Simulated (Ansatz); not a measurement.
C2H6OSSi, SMILES `S[SiH]1CCO1`, relaxed with RKS PBE-D4/def2-SVP in the Gaussian-basis code of Ansatz from a rough embedded geometry. The force threshold is 0.03 eV/Å; the program also tests the step.

Charge 0, multiplicity 1.

Start:

```xyz
11

S    -1.031    0.972    2.230
Si   -0.095    0.888    0.373
C     0.900   -0.635    0.149
C     0.071   -0.841   -1.148
O    -1.041    0.063   -0.735
H    -2.203    1.616    1.761
H     0.429    2.176   -0.196
H     0.851   -1.383    0.873
H     2.000   -0.437   -0.086
H    -0.353   -1.855   -1.180
H     0.473   -0.564   -2.041
```

```
        step  energy (eV)  largest force (eV/Å)  largest move (Å)
           1  -22909.5305                 5.331             0.000
           2  -22910.1668                 1.116             0.172
           3  -22910.2289                 0.406             0.072
           4  -22910.2764                 0.361             0.200
5 (rejected)  -22910.2393                 0.788             0.200
           6  -22910.3004                 0.118             0.098
           7  -22910.3095                 0.079             0.100
           8  -22910.3121                 0.205             0.131
           9  -22910.3151                 0.057             0.030
          10  -22910.3153                 0.035             0.017
          11  -22910.3157                 0.018             0.023
```

End:

```xyz
11

S    -1.407    0.723    2.117
Si   -0.234    0.841    0.313
C     0.975   -0.595    0.078
C     0.064   -0.924   -1.138
O    -0.907    0.161   -1.103
H    -1.826    2.018    2.061
H     0.174    2.275    0.133
H     0.996   -1.363    0.874
H     2.015   -0.319   -0.185
H    -0.454   -1.904   -1.041
H     0.604   -0.913   -2.109
```

Run time 12 s (4 threads of an Intel Xeon on a shared host); peak host memory 0.18 GiB.
